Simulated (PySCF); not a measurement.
C3H7BF2O, SMILES FB([C@@H](C)O)CF.

Coordinates come from a r2SCAN-D4/def2-SVP optimisation. The structure was generated by enumeration; whether it is a known compound was not checked. The values are those of a single conformer.

Two levels are set side by side: TDA-PBE/def2-SVPD (PySCF) and TDA-PBE0/def2-SVPD (PySCF). Vertical, same geometry. The lowest singlet is HOMO→LUMO 99 % with PBE and HOMO−1→LUMO 49 %, HOMO→LUMO 49 % with the other functional; states are paired by order. Differences are taken from unrounded values.

```json
[
 {"quantity": "lowest singlet excitation (eV)", "TDA-PBE0": "6.13"},
 {"quantity": "lowest triplet excitation (TDA) (eV)", "TDA-PBE0": "5.60"}
]
```

What does TDA-PBE give, and how far is it from TDA-PBE0? (The exact figures need the calculation; the answer reports its results.)


```
quantity                              TDA-PBE  TDA-PBE minus TDA-PBE0
------------------------------------  -------  ----------------------
lowest singlet excitation (eV)           4.99                   -1.14
lowest triplet excitation (TDA) (eV)     4.79                   -0.82
```

Functionals without exact exchange tend to place singlet excitations lower, as here. Differences between two approximate levels are no errors against the true value.

Rough cost on one machine, each run with all the roots and properties that it gave: TDA-PBE0 against TDA-PBE within a factor of 2.
